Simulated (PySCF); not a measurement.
C5H15NSi.

```xyz
22

C      1.7131    -1.0617     0.9993
N      1.1390    -0.0851     0.1121
C      2.0082     0.2607    -0.9811
Si    -0.5962     0.1339     0.0008
C     -1.4276    -1.2185    -1.0186
C     -1.3141     0.1129     1.7380
C     -0.9382     1.7981    -0.8037
H      1.0459    -1.2635     1.8499
H      1.9244    -2.0334     0.5032
H      2.6729    -0.7015     1.4173
H      2.2439    -0.6006    -1.6426
H      1.5614     1.0459    -1.6082
H      2.9751     0.6519    -0.6100
H     -1.2499    -2.2118    -0.5757
H     -2.5179    -1.0685    -1.0799
H     -1.0328    -1.2362    -2.0472
H     -0.8002     0.8384     2.3877
H     -1.2482    -0.8792     2.2109
H     -2.3811     0.3849     1.7009
H     -2.0172     2.0162    -0.7582
H     -0.6464     1.8226    -1.8651
H     -0.4050     2.6077    -0.2815
```

The structure is a stationary point at PBE0-D3(BJ)/def2-SVP. The isomer is the one that the SMILES or the coordinates give; other isomers of the formula were not compared. Other conformers were not sampled.

All values below come from HF/pcSseg-1 (PySCF). Non-relativistic, no solvent.

Computed absolute GIAO shielding of each atom: isotropic value and principal components (ppm):
```json
[
 {"atom": "C1", "σ(iso)": "156.1", "σ11": "136.5", "σ22": "142.5", "σ33": "189.3", "span": "52.8"},
 {"atom": "N2", "σ(iso)": "263.3", "σ11": "240.7", "σ22": "261.5", "σ33": "287.7", "span": "47.0"},
 {"atom": "C3", "σ(iso)": "156.1", "σ11": "136.5", "σ22": "142.5", "σ33": "189.3", "span": "52.8"},
 {"atom": "Si4", "σ(iso)": "387.5", "σ11": "371.0", "σ22": "380.7", "σ33": "410.8", "span": "39.8"},
 {"atom": "C5", "σ(iso)": "192.1", "σ11": "189.4", "σ22": "191.1", "σ33": "195.8", "span": "6.4"},
 {"atom": "C6", "σ(iso)": "191.3", "σ11": "185.1", "σ22": "191.6", "σ33": "197.2", "span": "12.1"},
 {"atom": "C7", "σ(iso)": "191.3", "σ11": "185.2", "σ22": "191.6", "σ33": "197.2", "span": "12.0"},
 {"atom": "H8", "σ(iso)": "29.2", "σ11": "23.2", "σ22": "29.9", "σ33": "34.7", "span": "11.5"},
 {"atom": "H9", "σ(iso)": "29.7", "σ11": "24.9", "σ22": "27.2", "σ33": "37.0", "span": "12.0"},
 {"atom": "H10", "σ(iso)": "29.5", "σ11": "24.8", "σ22": "26.5", "σ33": "37.3", "span": "12.5"},
 {"atom": "H11", "σ(iso)": "29.7", "σ11": "24.9", "σ22": "27.2", "σ33": "37.0", "span": "12.0"},
 {"atom": "H12", "σ(iso)": "29.2", "σ11": "23.2", "σ22": "29.9", "σ33": "34.7", "span": "11.5"},
 {"atom": "H13", "σ(iso)": "29.5", "σ11": "24.8", "σ22": "26.5", "σ33": "37.3", "span": "12.5"},
 {"atom": "H14", "σ(iso)": "31.8", "σ11": "27.3", "σ22": "29.6", "σ33": "38.3", "span": "11.0"},
 {"atom": "H15", "σ(iso)": "32.0", "σ11": "27.6", "σ22": "29.1", "σ33": "39.3", "span": "11.7"},
 {"atom": "H16", "σ(iso)": "31.8", "σ11": "27.3", "σ22": "29.6", "σ33": "38.3", "span": "11.0"},
 {"atom": "H17", "σ(iso)": "31.6", "σ11": "27.3", "σ22": "28.8", "σ33": "38.7", "span": "11.3"},
 {"atom": "H18", "σ(iso)": "31.4", "σ11": "27.0", "σ22": "29.4", "σ33": "37.8", "span": "10.8"},
 {"atom": "H19", "σ(iso)": "31.8", "σ11": "27.3", "σ22": "29.1", "σ33": "39.1", "span": "11.8"},
 {"atom": "H20", "σ(iso)": "31.8", "σ11": "27.3", "σ22": "29.1", "σ33": "39.1", "span": "11.8"},
 {"atom": "H21", "σ(iso)": "31.4", "σ11": "27.0", "σ22": "29.4", "σ33": "37.8", "span": "10.8"},
 {"atom": "H22", "σ(iso)": "31.6", "σ11": "27.3", "σ22": "28.8", "σ33": "38.7", "span": "11.3"}
]
```
